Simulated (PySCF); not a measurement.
CH4NOSi (doublet state).
Numbering: `[NH2:1][C:2](=[O:3])[SiH2:4]` (hydrogens: H5, H6 on N1; H7, H8 on Si4)

Structure used (GFN2-xTB), in Å, numbered top down from 1:
```xyz
8
CH4NOSi angstrom
N      1.2838   -0.4455   -0.1839
C      0.3651    0.5370    0.0336
O      0.7053    1.6906    0.2575
Si    -1.4459    0.0878   -0.0995
H      2.2628   -0.2211   -0.1035
H      1.0168   -1.4055   -0.3003
H     -1.7903   -1.3212    0.0244
H     -2.3887    1.0873    0.3472
```

The hyperfine couplings belong to this conformer and change with its torsions.

Level of theory: UKS B3LYP, pcH-1 on C H N O Si, non-relativistic, mean-field spin-orbit, GIAO (PySCF). Geometry: GFN2-xTB, one conformer, isolated molecule. Couplings are sensitive to structure, and on GFN2-xTB geometries they can be far from those on DFT ones, by a factor of two or more for some ions and for spin on atoms past the first row. No stability test was run, so a lower SCF solution isn't excluded.

**Question.** Predict the first-order ENDOR lines of N1, H7/H8, H5 and H6 under fast tumbling at B = 3346.0 mT (W band).

**Answer.** For S = 1/2 in fast tumbling each set of equivalent nuclei gives two lines, ν± = |νn ± a/2| to first order, with νn = g_N μN B/h and μN/h = 7.62259 MHz/T.

```tsv
nuclei	isotope	g_N	νn (MHz)	a_iso (MHz)	lower line (MHz)	upper line (MHz)
N1	14N	0.4038	10.30	-0.64	9.98	10.62
H7/H8	1H	5.5857	142.46	-21.33	131.80	153.13
H5	1H	5.5857	142.46	-3.83	140.55	144.38
H6	1H	5.5857	142.46	-1.96	141.49	143.44
```

**Question.** Which pairs are centred on the nuclear Larmor frequency, and which on half the coupling?

**Answer.** Centred on νn, since |a| < 2νn: N1, H7/H8, H5 and H6. No pair has |a| > 2νn.

H5 and H6 aren't averaged: N1 is flat or nearly so (angle sum 359°), and its turn about the short N1–C2 bond (1.36 Å) is taken as slow.

On one thread of an Arm Neoverse V2 (shared host), this took 12 s (with the writing of density and orbital grids) and 0.63 GiB of memory at its peak.
